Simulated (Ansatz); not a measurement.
`N[SiH2]O[Si](N)(O)O`. The species carries charge 0 and has multiplicity 1.

Z-matrix (Å, degrees):
```
Si
O 1 1.632
N 1 1.717 2 112.7
H 1 1.484 2 108.9 3 119.2
H 1 1.483 2 106.3 3 -119.9
Si 2 1.632 1 141.8 3 -29.6
H 3 1.006 1 121.4 2 -98.8
H 3 1.006 1 120.6 2 111.3
N 6 1.696 2 106.1 1 40.9
O 6 1.635 2 111.8 1 -81.3
O 6 1.637 2 109.4 1 163.7
H 9 1.010 6 117.1 2 -25.2
H 9 1.006 6 121.3 2 -170.0
H 10 0.958 6 116.1 2 -85.4
H 11 0.958 6 116.4 2 -59.6
```

Problem. Give the diagnostics of a CCSD(T)/def2-TZVPP run (frozen core, Ansatz). (Best estimate.)

Solution. The calculation gave: T1 = 0.0111, largest single amplitude 0.013, largest double 0.023, (T) share of the correlation energy 3.5 %, 9 CCSD cycles. The RHF solution is stable towards an unrestricted one. T1 lies under the customary mark of 0.02 for closed shells.
